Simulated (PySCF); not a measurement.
Input of a run (PBE0-D3(BJ)/def2-SVP geometry optimisation, gas phase (PySCF 2.14.0)), started from GFN2-xTB:
```
{"job": {"xc": "PBE0", "basis": "def2-SVP", "d3": "d3bj", "grid": 2, "kind": "geom"}, "charge": 0, "multiplicity": 1}
C      2.971320    -0.463002     0.114066
O      1.635996    -0.906540     0.222753
C      0.681397     0.011774    -0.015559
C      0.745795     1.355183    -0.371608
C     -0.567267     1.790977    -0.474112
C     -1.416714     0.713715    -0.181916
C     -2.817452     0.777802    -0.186537
S     -3.929864    -0.391710     0.129584
N     -0.604171    -0.372329     0.096726
C     -0.982312    -1.714098     0.454880
H      3.176510     0.345351     0.821201
H      3.590738    -1.325068     0.352803
H      3.193694    -0.120920    -0.900533
H      1.631379     1.935968    -0.533020
H     -0.894319     2.778818    -0.731887
H     -3.204508     1.760886    -0.442624
H     -0.541679    -2.418836    -0.251577
H     -2.066014    -1.799315     0.435630
H     -0.612333    -1.949406     1.454269
```

Output (energies in Eh, forces in Eh/bohr):
```
step   0  E = -799.30101660  max force = 0.012198
step   1  E = -799.30336869  max force = 0.003216
step   2  E = -799.30304036  max force = 0.005436
step   3  E = -799.30335477  max force = 0.002188
step   4  E = -799.30340807  max force = 0.000879
step   5  E = -799.30341106  max force = 0.001214
step   6  E = -799.30342015  max force = 0.000209
optimisation converged
```

Summarise the run.

The energy falls by 6.3 kJ/mol over 7 energy and gradient evaluations, the largest force component goes from 0.0122 to 2.1e-04 Eh/bohr, and the atoms move by 0.031 Å rms after alignment. Among the bonds, O2–C3 and C5–H15 change most and about equally (-0.018 to +0.017 Å). Bonds longer at the end by more than 0.005 Å: 14 of 19; shorter: 1. Among the angles that change most is C6–C7–H16, from 113.4° to 110.2°. The energy rose by more than 1e-6 Eh at step 2. The first step brought 98 % of the lowering.

What are the final bond lengths?

C1–O2 1.408 Å, O2–C3 1.328 Å, C3–C4 1.399 Å, C4–C5 1.398 Å, C5–C6 1.404 Å, C6–C7 1.418 Å, C7=S8 1.646 Å, C6–N9 1.395 Å, N9–C10 1.448 Å, C3–N9 1.351 Å, C1–H11 1.103 Å, C1–H12 1.096 Å, C1–H13 1.103 Å, C4–H14 1.086 Å, C5–H15 1.089 Å, C7–H16 1.102 Å, C10–H17 1.099 Å, C10–H18 1.097 Å, C10–H19 1.100 Å. Numbering counts from 1 in the input's order; the species is `COc1ccc(C=S)n1C`.

The run used 189 basis functions and 53 SCF cycles in all. Hardware: an Arm Neoverse V2 with one thread, shared host with 96 logical CPUs at a one-minute load of 30. Cost: 2.1 min of wall time, 0.88 GiB resident at most.

Stationary, but not proved a minimum. One conformer, not necessarily the lowest.

The values belong to the conformer `[CH3:1][O:2][c:3]1[cH:4][cH:5][c:6]([CH:7]=[S:8])[n:9]1[CH3:10]`: C1–O2–C3–C4 0°, C5–C6–C7–S8 180°.
